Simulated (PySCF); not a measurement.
Si8Me8 cubane, C8H24Si8.
Cartesian coordinates in Å at the PBE0-D3(BJ)/def2-SVP level; atoms count from 1:
```
atom  x, y, z in Å
Si1    1.3850    1.5376    0.1509
C2     2.6512    2.9388    0.2893
Si3   -0.9599    1.7471    0.5827
C4    -1.8295    3.3436    1.1135
Si5   -1.4349    0.5133   -1.4111
C6    -2.7516    0.9668   -2.6944
Si7    0.9088    0.3013   -1.8406
C8     1.7486    0.5610   -3.5184
Si9    0.9570   -1.7385   -0.5887
C10    1.8414   -3.3269   -1.1205
Si11   1.4331   -0.5010    1.4025
C12    2.7382   -0.9773    2.6894
Si13  -0.9104   -0.2912    1.8347
C14   -1.7513   -0.5727    3.5083
Si15  -1.3863   -1.5258   -0.1584
C16   -2.6610   -2.9202   -0.2881
H17    2.3905    3.7638   -0.3910
H18    3.6570    2.5767    0.0262
H19    2.6816    3.3324    1.3168
H20   -2.9083    3.1686    1.2455
H21   -1.4181    3.7095    2.0669
H22   -1.6958    4.1281    0.3529
H23   -3.7505    0.9833   -2.2319
H24   -2.7601    0.2311   -3.5131
H25   -2.5501    1.9608   -3.1226
H26    1.3373   -0.1350   -4.2654
H27    2.8317    0.3824   -3.4372
H28    1.5908    1.5894   -3.8772
H29    1.7167   -4.1114   -0.3584
H30    2.9179   -3.1418   -1.2558
H31    1.4304   -3.6981   -2.0717
H32    2.7547   -0.2473    3.5135
H33    2.5176   -1.9707    3.1092
H34    3.7389   -1.0085    2.2319
H35   -2.8374   -0.4146    3.4240
H36   -1.3560    0.1240    4.2632
H37   -1.5758   -1.6014    3.8590
H38   -2.4004   -3.7458    0.3916
H39   -3.6635   -2.5530   -0.0199
H40   -2.6997   -3.3153   -1.3148
```

Probes without a nucleus sit at each ring's centroid and 1 Å off its mean plane on both sides; NICS is minus the shielding there, NICSzz its component along the normal. Level: GIAO PBE0/pcSseg-1 (PySCF, non-relativistic, gas phase) on the PBE0-D3(BJ)/def2-SVP geometry, one conformer.

Ring bond lengths (Å), with Mayer bond orders in brackets: Si1–Si3 2.394 (0.78), Si3–Si5 2.392 (0.77), Si5–Si7 2.392 (0.77), Si7–Si1 2.392 (0.77); Si1–Si3 2.394 (0.78), Si3–Si13 2.393 (0.77), Si13–Si11 2.392 (0.77), Si11–Si1 2.393 (0.77); Si1–Si7 2.392 (0.77), Si7–Si9 2.394 (0.78), Si9–Si11 2.392 (0.78), Si11–Si1 2.393 (0.77); Si3–Si5 2.392 (0.77), Si5–Si15 2.394 (0.78), Si15–Si13 2.392 (0.78), Si13–Si3 2.393 (0.77); Si5–Si7 2.392 (0.77), Si7–Si9 2.394 (0.78), Si9–Si15 2.392 (0.77), Si15–Si5 2.394 (0.78).

Question: What do the NICS probes read (ppm)?

Answer: 
```tsv
ring	type	NICS(0)	NICS(1), two faces	NICS(1)zz, two faces	rms pucker (Å)	centre to ring atoms, mean (Å)
Si1–Si3–Si5–Si7	4-membered ring with 4 Si	8.1	6.8 / 4.8	7.7 / 18.4	0.00	1.69
Si1–Si3–Si13–Si11	4-membered ring with 4 Si	8.0	4.8 / 6.8	18.4 / 7.7	0.00	1.69
Si1–Si7–Si9–Si11	4-membered ring with 4 Si	8.1	6.8 / 4.8	7.8 / 18.5	0.00	1.69
Si3–Si5–Si15–Si13	4-membered ring with 4 Si	8.1	4.8 / 6.8	18.5 / 7.8	0.00	1.69
Si5–Si7–Si9–Si15	4-membered ring with 4 Si	8.0	6.8 / 4.8	7.7 / 18.5	0.00	1.69
```

Question: What do they say, and how far can they be read as aromaticity?

Answer: 
- Si1–Si3–Si5–Si7: mean NICS(1)zz 13.1 ppm, deshielded. Si1, Si3, Si5, Si7 have four or more neighbours, so the value isn't read as a sign of a π ring current. The two faces differ by 10.7 ppm, so no symmetry operation interchanges them.
- Si1–Si3–Si13–Si11: mean NICS(1)zz 13.1 ppm, deshielded. Si1, Si3, Si11, Si13 have four or more neighbours; no verdict on aromaticity is drawn. The two faces differ by 10.7 ppm, so no symmetry operation interchanges them.
- Si1–Si7–Si9–Si11: mean NICS(1)zz 13.1 ppm, deshielded. Si1, Si7, Si9, Si11 have four or more neighbours, and the NICS criterion for π rings isn't applied. The two faces differ by 10.7 ppm, so no symmetry operation interchanges them.
- Si3–Si5–Si15–Si13: mean NICS(1)zz 13.1 ppm, deshielded. Si3, Si5, Si13, Si15 have four or more neighbours, and the NICS criterion for π rings isn't applied. The two faces differ by 10.7 ppm, so no symmetry operation interchanges them.
- Si5–Si7–Si9–Si15: mean NICS(1)zz 13.1 ppm, deshielded. Si5, Si7, Si9, Si15 have four or more neighbours; no verdict on aromaticity is drawn. The two faces differ by 10.8 ppm, so no symmetry operation interchanges them.

Question: At the first NICS(1) probe listed for ring Si3–Si5–Si15–Si13, 1 Å off the ring, how large is the induced field along the normal in 7.05 T applied along it?

Answer: NICSzz × B0 = 18.5 ppm × 7.05 T = 130 μT, along the applied field.

Question: How shielded are the nuclei of the rings and their hydrogens (means over atoms taken as equivalent)?

Answer: 
```tsv
atoms	environment	σ isotropic (ppm)	principal values of the symmetric part, first atom (ppm)
Si1 (×8)	silicon bonded to C and 3 Si	365.8	290.6, 402.8, 403.2
```

The run took 4.0 min wall, 8.4 min CPU (grids of density and orbitals included) on 2 threads, Intel Xeon 6975P-C (x86_64), no GPU, shared host with 192 logical CPUs at a one-minute load of 99, and the process peaked at 4.4 GiB of memory. This is the whole shielding run at PBE0/pcSseg-1, SCF included.
